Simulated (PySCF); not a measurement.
Electronic structure of Al²⁺ (aluminium, charge +2) at the PBE level

Configuration: [Ne] 3s1, 2S determinant. All numbers are calculated (PySCF 2.14, the spin-free X2C one-electron Hamiltonian (Gaussian nucleus), in x2c-QZVPPall (9s6p4d2f1g, 70 functions)).

- Total energy: -241.7644 hartree
- One-electron energy: -327.9192 hartree
- Hartree (Coulomb) energy: 104.1670 hartree
- Exchange-correlation energy: -18.0122 hartree
- ⟨S²⟩: 0.7500
- ⟨L²⟩: 0.000
- Sum of ⟨r⟩: 7.286 bohr
- Sum of ⟨r²⟩: 9.218 bohr²
- Langevin diamagnetic susceptibility: -7.30 ×10⁻⁶ cm³/mol

```
shell  electrons  mean orbital energy (hartree)  rms radius, mean of both spins (bohr)
 1s α          1                      -56.29547                                  0.139
 1s β          1                      -56.29083                                  0.139
 2s α          1                       -4.73233                                  0.684
 2s β          1                       -4.72339                                  0.684
 2p α          3                       -3.31765                                  0.677
 2p β          3                       -3.30846                                  0.677
 3s α          1                       -0.89971                                   2.34
```

Densities and radii are taken from the X2C orbitals without a picture-change correction, which distorts them close to the nucleus.
